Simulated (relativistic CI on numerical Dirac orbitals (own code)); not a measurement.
**What each ingredient does to the levels of Eu⁵²⁺**

Base calculation: Dirac-Coulomb-Breit CI, separate exchange-only KLI orbitals for each configuration, model QED, unscaled Slater integrals.

Configurations in the expansion (outside the closed core [Ne]): 3s, 3p, 3d, 4s, 4p, 4d, 4f, 5s, 5p, 5d, 5f, 5g, 6s, 6p, 6d, 7s, 7p. Levels of other configurations are missing.

Variants: (1) Breit term removed; (2) QED terms removed. Shifts of the energy above 3s 2S_1/2, in eV, for the lowest level and the first level of each name with at least 55 % of one term (blank where a level changes its place among those of its configuration and J or its character, or is not in the variant):

```csv
Level,Base,Δ(1),Δ(2)
3s 2S_1/2,0.00,0.00,0.00
3p 2P°_1/2,125.16,-2.33,+2.71
3p 2P°_3/2,300.97,-0.11,+2.46
3d 2D_3/2,454.32,+0.78,+2.88
3d 2D_5/2,494.43,+2.17,+2.77
4s 2S_1/2,2203.25,+2.09,+1.65
4p 2P°_1/2,2255.03,+1.15,+2.75
4p 2P°_3/2,2326.83,+2.03,+2.65
4d 2D_3/2,2384.97,+2.47,+2.81
4d 2D_5/2,2402.35,+2.98,+2.77
4f 2F°_5/2,2433.18,+3.33,+2.80
4f 2F°_7/2,2440.72,+3.41,+2.78
5s 2S_1/2,3183.87,+2.78,+2.22
5p 2P°_1/2,3209.92,+2.31,+2.77
```

At this charge energies of transitions that change n are usually good to better than 1 %, and those within a shell (Δn = 0) to a few per cent.

Ionisation energy from the two ground configurations alone: base 4838.01 eV; Breit term removed 4841.46 eV; QED terms removed 4840.8 eV. The NIST ASD value (theoretical) is 4838 eV.
